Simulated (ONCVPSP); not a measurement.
**Lu (Z = 71): excitation energies, all-electron against ONCV**

* Element: lutetium (Lu)
* Generator: ONCVPSP 4.0.1
* Type: optimised norm-conserving Vanderbilt (ONCV)
* Functional: PBEsol
* Relativity: fully relativistic
* Frozen core: [Kr]
* Valence charge: 35
* Reference configuration: 4d10 4f14 5s2 5p6 5d1 6s1 (charge +1)
* Partial waves: 5s+6s: rc 2.15 bohr, ncon 4, nbas 7, qcut 4.9 1/bohr, 2 projectors; 5p: rc 1.85 bohr, ncon 4, nbas 7, qcut 5.9 1/bohr, 1 projector; 4d+5d: rc 0.95 bohr, ncon 4, nbas 9, qcut 15.1 1/bohr, 2 projectors; 4f: rc 1.00 bohr, ncon 4, nbas 8, qcut 17.2 1/bohr, 2 projectors, debl 2.9 Ha
* Local potential: polynomial inside 0.65 bohr (lpopt 5, dvloc0 4 Ha)
* Core correction: Teter function fitted to the true core (icmod 2), fcfact 0.3

Open shells are filled in proportion to 2j + 1.

Energies are relative to the spin-unpolarised reference configuration 4d10 4f14 5s2 5p6 5d1 6s1; without spin polarisation the order of configurations can differ from experiment.

```csv
valence configuration,charge,ΔE all-electron (eV),error AE − PS (meV)
4d10 4f14 5s2 5p6 5d1 6s2,0,-7.393,-1.3
4d10 4f14 5s2 5p6 5d1 6s0,+2,13.223,+0.2
```

Problem. What are ΔE and the potential's error for 4d10 4f14 5s2 5p6 5d0 6s0?

Solution. ΔE = 33.119 eV all-electron; the error (AE − PS) is +7.1 meV.

Problem. What are ΔE and the potential's error for 4d10 4f13 5s2 5p6 5d2 6s1?

Solution. ΔE = 11.305 eV all-electron; the error (AE − PS) is +141 meV.

Levels in the configuration 4d10 4f14 5s2 5p6 5d0 6s0:

| level | all-electron (eV) | pseudo (eV) |
| --- | --- | --- |
| 4d j=5/2 | -213.980 | -214.025 |
| 4d j=3/2 | -223.882 | -223.930 |
| 4f j=7/2 | -35.519 | -35.547 |
| 4f j=5/2 | -37.048 | -37.076 |
| 5s j=1/2 | -87.606 | -87.552 |
| 5p j=3/2 | -55.962 | -55.942 |
| 5p j=1/2 | -63.070 | -63.043 |

Note: ghosts flagged at negative energy: s at -498.7 eV, p3/2 at -259.3 eV, p1/2 at -217.7 eV; no localised positive-energy state flagged. A true bound ghost makes a file unfit for plane-wave use.
